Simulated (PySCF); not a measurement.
Numbering as in the mapped SMILES `[CH3:1]/[C:2]([Cl:3])=[CH:4]/[AlH:5][Cl:6]`. Each H is labelled by its parent atom.

Geometry: PBE0-D3(BJ)/def2-SVP; GIAO absolute shieldings from PySCF, gas phase, non-relativistic, averaged over equivalent atoms.

At BP86/pcSseg-1 (148 basis functions, 19 s wall time on 1 thread of an Arm Neoverse V1, shared host):
| atoms | σ (ppm) |
| --- | --- |
| C2 | 6.7 |
| C4 | 48.4 |
| C1 | 148.0 |
| Cl3 | 559.4 |
| Cl6 | 844.5 |
| Al5 | 339.1 |
| H(C4) | 25.59 |
| H(Al5) | 25.85 |
| H(C1) | 28.93 |

What do these become at HF/pcSseg-1?

## Answers


| atoms | σ at HF/pcSseg-1 | change |
| --- | --- | --- |
| C2 | 15.2 | +8.5 |
| C4 | 59.2 | +10.8 |
| C1 | 163.0 | +15.0 |
| Cl3 | 706.6 | +147.2 |
| Cl6 | 963.4 | +118.9 |
| Al5 | 403.0 | +63.9 |
| H(C4) | 26.13 | +0.54 |
| H(Al5) | 26.85 | +1.00 |
| H(C1) | 29.38 | +0.45 |

The largest change is at Cl3 (chlorine bonded to C). Cost: 148 basis functions, 7.9 s wall time on 1 thread of an Arm Neoverse V1, shared host. The order of the carbon signals is the same at both levels.

Carbons that carry Cl, above all several Cl atoms, come out too deshielded, partly because spin–orbit coupling is missing.
